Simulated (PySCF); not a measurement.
Vertical excitations of a molecule C3H11NSi from TDDFT-PBE/def2-SVPD run with PySCF 2.14.0, as energy in eV (oscillator strength): 5.10 (0.014), 5.81 (0.012), 6.02 (0.017), 6.13 (0.009), 6.32 (0.015), 6.54 (0.053), 6.68 (0.020), 7.26 (0.026), 7.34 (0.003), 7.39 (0.005). Lowest triplet (TDA): 4.92 eV. Geometry optimised at PBE0-D3(BJ)/def2-SVP. Other conformers were not sampled.

Question: Which molecule gave these data?
A) NCCC[SiH3]
B) CC(C)N[SiH3]
C) CN[SiH](C)C
D) C[SiH](C)CN

Answer: B, CC(C)N[SiH3]
